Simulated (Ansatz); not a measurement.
`[SiH3]C1CC1` + HI → `[SiH3]I` + `C1CC1` at 400 K and 1 bar (ligand exchange at the Si–C bond).

Calculated with Ansatz (gas phase, PBE0-D4/def2-TZVP geometries, no zero-point term in ΔE). CCSD(T)/CBS adds triple-zeta CCSD(T) − MP2 to the extrapolated MP2 energy (def2 sets, frozen cores). def2 core potentials past Kr. For I outer-core shells are correlated without core-valence functions, which leaves a few kJ/mol of doubt a bond.

```
      species  CCSD(T)/CBS energy (Eh)  H − E (kJ/mol)  S (J/(mol·K))
`[SiH3]C1CC1`               -408.01449           281.3          336.6
           HI               -298.03592            25.7          215.0
    `[SiH3]I`               -588.34840            84.4          288.4
      `C1CC1`               -117.73368           232.0          255.6
```

H − E and S are ideal-gas, rigid-rotor, harmonic terms from PBE0-D4/def2-TZVP. 1 Eh = 2625.50 kJ/mol, R = 8.31446 J/(mol·K).

**Question.** By hand: ΔE, ΔH, ΔS and ΔG.

**Answer.** ΔE = (-588.34840) + (-117.73368) − (-408.01449) − (-298.03592) = -0.03167 Eh = -83.1 kJ/mol. Δ(H − E) = 84.4 + 232.0 − 281.3 − 25.7 = 9.4, so ΔH = -73.7 kJ/mol. ΔS = 288.4 + 255.6 − 336.6 − 215.0 = -7.6 J/(mol·K). ΔG = -73.7 − 400 × (-7.6)/1000 = -70.7 kJ/mol.

**Question.** By hand: the equilibrium constant, and the temperature at which ΔG would vanish if ΔH and ΔS stayed fixed.

**Answer.** log₁₀ K = −ΔG/(RT ln 10) = 9.2. ΔG = 0 at ΔH/ΔS = 9697 K, far beyond where these terms or the molecules hold.

The number of gas molecules stays the same, so ΔS is small and ΔH decides. A doubt of 5 kJ/mol in ΔE shifts log₁₀ K by 0.7 here. These are equilibria of isolated gas molecules and say nothing of rates. Largest T1 diagnostic: 0.009 (customary marks: 0.02 for closed shells, 0.045 for open ones).
